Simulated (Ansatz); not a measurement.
`FC[SiH2][SiH2]F` + `C=N` → `C=N[SiH2]F` + `FC[SiH3]` at 700 K and 1 bar (cleavage of the Si–Si bond).

Program: Ansatz. Geometries: PBE0-D4/def2-TZVP. ΔE: electronic, gas phase. CBS: MP2 limit from def2 TZ/QZ plus the TZ coupled-cluster correction, frozen cores. This one scheme is used for every species. One conformer a species, not always the lowest.

```json
{"species": "`FC[SiH2][SiH2]F`", "CCSD(T)/CBS energy (Eh)": "-819.44343", "H − E (kJ/mol)": "261.8", "S (J/(mol·K))": "503.3"}
{"species": "`C=N`", "CCSD(T)/CBS energy (Eh)": "-94.52360", "H − E (kJ/mol)": "135.6", "S (J/(mol·K))": "268.6"}
{"species": "`C=N[SiH2]F`", "CCSD(T)/CBS energy (Eh)": "-484.08456", "H − E (kJ/mol)": "192.5", "S (J/(mol·K))": "390.9"}
{"species": "`FC[SiH3]`", "CCSD(T)/CBS energy (Eh)": "-429.90570", "H − E (kJ/mol)": "197.7", "S (J/(mol·K))": "370.6"}
```

H − E and S are ideal-gas, rigid-rotor, harmonic terms from PBE0-D4/def2-TZVP, for one conformer and one mirror image of each species. 1 Eh = 2625.50 kJ/mol, R = 8.31446 J/(mol·K).

Q: By hand: ΔE, ΔH, ΔS and ΔG.

A: ΔE = (-484.08456) + (-429.90570) − (-819.44343) − (-94.52360) = -0.02323 Eh = -61.0 kJ/mol. Δ(H − E) = 192.5 + 197.7 − 261.8 − 135.6 = -7.2, so ΔH = -68.2 kJ/mol. ΔS = 390.9 + 370.6 − 503.3 − 268.6 = -10.4 J/(mol·K). ΔG = -68.2 − 700 × (-10.4)/1000 = -60.9 kJ/mol.

Q: By hand: the equilibrium constant, and the temperature at which ΔG would vanish if ΔH and ΔS stayed fixed.

A: log₁₀ K = −ΔG/(RT ln 10) = 4.5. ΔG = 0 at ΔH/ΔS = 6558 K, far beyond where these terms or the molecules hold.

The number of gas molecules stays the same, so ΔS is small and ΔH decides. A doubt of 5 kJ/mol in ΔE shifts log₁₀ K by 0.4 here. Other conformers and mirror images would add mixing entropy, several J/(mol·K) or more a flexible species. Modes under 60 cm⁻¹, often nearly free rotors, make the harmonic entropy too high. These are equilibria of isolated gas molecules and say nothing of rates. Largest T1 diagnostic: 0.013 (customary marks: 0.02 for closed shells, 0.045 for open ones).
